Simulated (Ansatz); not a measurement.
Reactions of B₂BrH₃O (`BB(O)Br`).

Calculated with Ansatz (gas phase, PBE0-D4/def2-TZVP geometries, no zero-point term in ΔE). CCSD(T)/CBS adds triple-zeta CCSD(T) − MP2 to the extrapolated MP2 energy (def2 sets, frozen cores). This one scheme is used for every species. Functionals use def2-TZVPP. Open shells (•) are unrestricted, without spin–orbit coupling. For Br outer-core shells are correlated without core-valence functions, which leaves a few kJ/mol of doubt a bond. Scalar relativity is left out up to krypton. One conformer a species, not always the lowest.

```json
{"reaction": "`BB(O)Br` + H₂ → `BBBr` + H₂O", "MP2/CBS(def2) (kJ/mol)": "118", "r2SCAN-D4 (kJ/mol)": "125", "CCSD(T)/CBS(def2) (kJ/mol)": "113"}
{"reaction": "`BB(O)Br` + HBr → `OB(Br)Br` + BH₃", "MP2/CBS(def2) (kJ/mol)": "-85", "r2SCAN-D4 (kJ/mol)": "-67", "CCSD(T)/CBS(def2) (kJ/mol)": "-73"}
{"reaction": "`BB(O)Br` + `O[SiH3]` → `OB(Br)O[SiH3]` + BH₃", "MP2/CBS(def2) (kJ/mol)": "-141", "r2SCAN-D4 (kJ/mol)": "-131", "CCSD(T)/CBS(def2) (kJ/mol)": "-136"}
{"reaction": "`BB(O)Br` + CH₃OH → `COB(O)Br` + BH₃", "MP2/CBS(def2) (kJ/mol)": "-141", "r2SCAN-D4 (kJ/mol)": "-131", "CCSD(T)/CBS(def2) (kJ/mol)": "-135"}
{"reaction": "`BB(O)Br` + H₂O → `OB(O)Br` + BH₃", "MP2/CBS(def2) (kJ/mol)": "-130", "r2SCAN-D4 (kJ/mol)": "-127", "CCSD(T)/CBS(def2) (kJ/mol)": "-126"}
{"reaction": "`BB(O)Br` + `CNC` → `CN(C)B(O)Br` + BH₃", "MP2/CBS(def2) (kJ/mol)": "-138", "r2SCAN-D4 (kJ/mol)": "-119", "CCSD(T)/CBS(def2) (kJ/mol)": "-129"}
{"reaction": "`BB(O)Br` + H₂S → `BB(O)S` + HBr", "MP2/CBS(def2) (kJ/mol)": "30", "r2SCAN-D4 (kJ/mol)": "26", "CCSD(T)/CBS(def2) (kJ/mol)": "29"}
{"reaction": "`BB(O)Br` + H₂ → `BBO` + HBr", "MP2/CBS(def2) (kJ/mol)": "92", "r2SCAN-D4 (kJ/mol)": "89", "CCSD(T)/CBS(def2) (kJ/mol)": "82"}
{"reaction": "`BB(O)Br` + `C=N` → `BB(O)N=C` + HBr", "MP2/CBS(def2) (kJ/mol)": "36", "r2SCAN-D4 (kJ/mol)": "28", "CCSD(T)/CBS(def2) (kJ/mol)": "34"}
{"reaction": "`BB(O)Br` → `O[B]Br`• + `[BH2]`•", "MP2/CBS(def2) (kJ/mol)": "447", "r2SCAN-D4 (kJ/mol)": "419", "CCSD(T)/CBS(def2) (kJ/mol)": "445"}
```

Largest T1 diagnostic: 0.014, for `BB(O)N=C`.
